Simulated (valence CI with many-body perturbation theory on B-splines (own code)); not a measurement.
# Energy levels of Er LIV

Level of theory: valence CI with perturbative core correlation (CI+MBPT): five valence electrons over a frozen Dirac-Fock core [Ne], a basis of 9 s, 9 p, 8 d, 6 f, 3 g, 1 h functions for each j, with the one-electron correlation potential Σ1 (screened to all orders), the two-electron term Σ2, the three-electron term Σ3, Breit, model QED; selected single and double excitations, second order for the rest (own B-spline code, finite nucleus).

The last digits are not significant, and no measured levels were compared; by estimate large intervals hold to a few tenths of a per cent, small ones and those within an open d or f shell to about a per cent. Among the levels kept, up to 580 cm⁻¹ of a level comes from second order outside the variational space, and about a tenth of that is noise between levels of different J, which matters for small intervals.

Levels 1 to 45 of 53, with energies above the lowest level, (3s^2 3p1/2^2 3p3/2) J=3/2. "Leading %" is the weight of the configuration and term that name the level; weights of strongly mixed levels are sums over their largest components and can fall short. In the jj column 3d3/2^4 stands for four electrons in 3d with j = 3/2. Lifetimes count E1, E2, E3, M1 and M2 decay at the calculated energies, and are blank where another channel may lead or the interval is too uncertain; long ones can be off by a factor of two.

```tsv
No.	Configuration	Term	J	E (eV)	Leading %	Leading jj	Lifetime
1	3s2 3p3	2P°	3/2	0.00	47	3s^2 3p1/2^2 3p3/2 (99 %)	
2	3s2 3p2 3d	2D	3/2	205.86	40	3s^2 3p1/2^2 3d3/2 (99 %)	108 ps
3	3s2 3p3	4S°	3/2	224.85	55	3s^2 3p1/2 3p3/2^2 (99 %)	8.88 ns
4	3s2 3p3	2D°	5/2	235.63	99	3s^2 3p1/2 3p3/2^2 (99 %)	45.0 ns
5	3s2 3p3	2P°	1/2	249.34	99	3s^2 3p1/2 3p3/2^2 (99 %)	14.4 ns
6	3s2 3p2 3d	2D	5/2	271.43	31	3s^2 3p1/2^2 3d5/2 (97 %)	6.94 ps
7	3s 3p4	4P	5/2	377.63	66	3s 3p1/2^2 3p3/2^2 (91 %)	5.04 ps
8	3s 3p4	2P	3/2	404.83	32	3s 3p1/2^2 3p3/2^2 (70 %)	1.91 ps
9	3s 3p4	2S	1/2	405.71	53	3s 3p1/2^2 3p3/2^2 (85 %)	2.70 ps
10	3s2 3p2 3d	4F	5/2	428.76	46	3s^2 3p1/2 3p3/2 3d3/2 (98 %)	163 ps
11	3s2 3p2 3d	4F	3/2	431.46	33	3s^2 3p1/2 3p3/2 3d3/2 (93 %)	7.11 ps
12	3s2 3p2 3d	4D	1/2	431.50	80	3s^2 3p1/2 3p3/2 3d3/2 (99 %)	116 ps
13	3s2 3p2 3d	2G	7/2	439.81	50	3s^2 3p1/2 3p3/2 3d3/2 (97 %)	1.88 ns
14	3s2 3p2 3d	2D	5/2	466.24	35	3s^2 3p1/2 3p3/2 3d3/2 (90 %)	571 fs
15	3s2 3p2 3d	2P	1/2	474.64	38	3s^2 3p1/2 3p3/2 3d3/2 (88 %)	444 fs
16	3s2 3p2 3d	2D	3/2	474.70	26	3s^2 3p1/2 3p3/2 3d3/2 (78 %)	320 fs
17	3s2 3p3	2P°	3/2	475.87	51	3s^2 3p3/2^3 (98 %)	3.25 ns
18	3s2 3p2 3d	4D	7/2	483.68	47	3s^2 3p1/2 3p3/2 3d5/2 (99 %)	1.32 ns
19	3s2 3p2 3d	2P	3/2	493.61	44	3s^2 3p1/2 3p3/2 3d5/2 (95 %)	8.46 ps
20	3s2 3p2 3d	2G	9/2	495.39	61	3s^2 3p1/2 3p3/2 3d5/2 (99 %)	598 ns
21	3s2 3p2 3d	2F	5/2	497.17	34	3s^2 3p1/2 3p3/2 3d5/2 (95 %)	8.93 ps
22	3s2 3p2 3d	2D	5/2	517.26	40	3s^2 3p1/2 3p3/2 3d5/2 (92 %)	1.83 ps
23	3s2 3p2 3d	2F	7/2	517.33	58	3s^2 3p1/2 3p3/2 3d5/2 (95 %)	3.08 ps
24	3s2 3p2 3d	2D	3/2	525.06	61	3s^2 3p1/2 3p3/2 3d5/2 (96 %)	3.85 ps
25	3s2 3p2 3d	2P	1/2	528.49	54	3s^2 3p1/2 3p3/2 3d5/2 (94 %)	2.70 ps
26	3s 3p3 3d	4D°	5/2	578.86	29	3s 3p1/2^2 3p3/2 3d3/2 (94 %)	31.8 ps
27	3s 3p3 3d	4D°	3/2	580.87	26	3s 3p1/2^2 3p3/2 3d3/2 (95 %)	16.5 ps
28	3s 3p3 3d	4P°	1/2	582.60	44	3s 3p1/2^2 3p3/2 3d3/2 (95 %)	33.4 ps
29	3s 3p3 3d	4F°	7/2	587.80	23	3s 3p1/2^2 3p3/2 3d3/2 (90 %)	33.5 ps
30	3s 3p3 3d	2D°	3/2	604.44	26	3s 3p1/2^2 3p3/2 3d3/2 (81 %)	2.73 ps
31	3s 3p4	4P	3/2	613.97	67	3s 3p1/2 3p3/2^3 (86 %)	1.55 ps
32	3s 3p3 3d	4G°	5/2	615.99	22	3s 3p1/2^2 3p3/2 3d3/2 (81 %)	1.48 ps
33	3s 3p3 3d	4D°	1/2	619.67	44	3s 3p1/2^2 3p3/2 3d3/2 (87 %)	1.32 ps
34	3s 3p4	2D	5/2	629.55	63	3s 3p1/2 3p3/2^3 (85 %)	1.57 ps
35	3s 3p3 3d	4F°	9/2	634.44	47	3s 3p1/2^2 3p3/2 3d5/2 (97 %)	35.0 ps
36	3s2 3p 3d2	4G°	5/2	646.52	44	3s^2 3p1/2 3d3/2^2 (81 %)	1.04 ps
37	3s 3p4	2P	1/2	647.88	46	3s 3p1/2 3p3/2^3 (74 %)	789 fs
38	3s 3p3 3d	4D°	5/2	649.10	31	3s 3p1/2^2 3p3/2 3d5/2 (95 %)	4.03 ps
39	3s 3p4	2P	3/2	650.09	41	3s 3p1/2 3p3/2^3 (76 %)	691 fs
40	3s 3p3 3d	2F°	7/2	656.77	30	3s 3p1/2^2 3p3/2 3d5/2 (86 %)	4.30 ps
41	3s 3p3 3d	2D°	3/2	657.99	32	3s 3p1/2^2 3p3/2 3d5/2 (86 %)	5.34 ps
42	3s 3p3 3d	2F°	7/2	672.24	27	3s 3p1/2^2 3p3/2 3d5/2 (88 %)	1.50 ps
43	3s 3p3 3d	2P°	1/2	679.47	45	3s 3p1/2^2 3p3/2 3d5/2 (94 %)	3.99 ps
44	3s2 3p 3d2	4D°	1/2	683.79	38	3s^2 3p1/2 3d3/2^2 (86 %)	472 fs
45	3s 3p3 3d	2D°	5/2	684.55	25	3s 3p1/2^2 3p3/2 3d5/2 (80 %)	1.50 ps
```

The ionisation energy to 3s2 3p2 3P_0 of the next ion comes out as 4980.3 eV (NIST: 4978 ± 5 eV (theoretical)). All 53 levels together are meant to be complete up to 712.71 eV.
